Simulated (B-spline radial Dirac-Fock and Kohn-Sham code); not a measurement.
**Magnetic form factor of the 4f shell of Dy⁴⁺**

System: dysprosium as Dy⁴⁺ in the configuration [Xe] 4f8, inside a Watson sphere of charge -4 and radius 2.2 Å (a model of the Madelung potential; inside it an electron's potential energy is raised by 26.2 eV).

Method: Dirac-Fock densities. Computed with a radial B-spline solver. ⟨j_K⟩ is the integral of the 4f radial density with the spherical Bessel function j_K(4πsr), s = sin θ/λ.

Hund's rules give S = 3, L = 3, J = 6 for 4f8, so g = 1.500, and the dipole approximation is F = ⟨j0⟩ + C₂⟨j2⟩ with C₂ = (2 − g)/g = 0.333.

```csv
s (Å⁻¹),⟨j0⟩,⟨j2⟩,⟨j4⟩,⟨j6⟩,F (dipole)
0,1.0000,0.0000,0.0000,0.0000,1.0000
0.06,0.9818,0.0072,0.0000,0.0000,0.9842
0.08,0.9680,0.0127,0.0001,0.0000,0.9722
0.09,0.9598,0.0159,0.0001,0.0000,0.9651
0.11,0.9407,0.0233,0.0003,0.0000,0.9484
0.13,0.9185,0.0318,0.0006,0.0000,0.9291
0.15,0.8934,0.0413,0.0010,0.0000,0.9072
0.18,0.8513,0.0568,0.0019,0.0001,0.8702
0.21,0.8048,0.0733,0.0034,0.0001,0.8292
0.26,0.7210,0.1015,0.0070,0.0004,0.7548
0.3,0.6512,0.1231,0.0111,0.0008,0.6922
0.36,0.5472,0.1518,0.0190,0.0020,0.5978
0.43,0.4336,0.1775,0.0304,0.0042,0.4928
0.51,0.3202,0.1951,0.0447,0.0082,0.3853
0.61,0.2069,0.2013,0.0622,0.0148,0.2740
0.73,0.1103,0.1914,0.0794,0.0243,0.1741
0.87,0.0406,0.1663,0.0920,0.0356,0.0960
1.03,-0.0006,0.1317,0.0968,0.0464,0.0433
1.23,-0.0196,0.0914,0.0922,0.0552,0.0108
1.47,-0.0214,0.0544,0.0783,0.0586,-0.0032
```

Radial moments of the shell: ⟨r²⟩ = 0.6931, ⟨r⁴⟩ = 1.084, ⟨r⁶⟩ = 3.293 in powers of bohr.
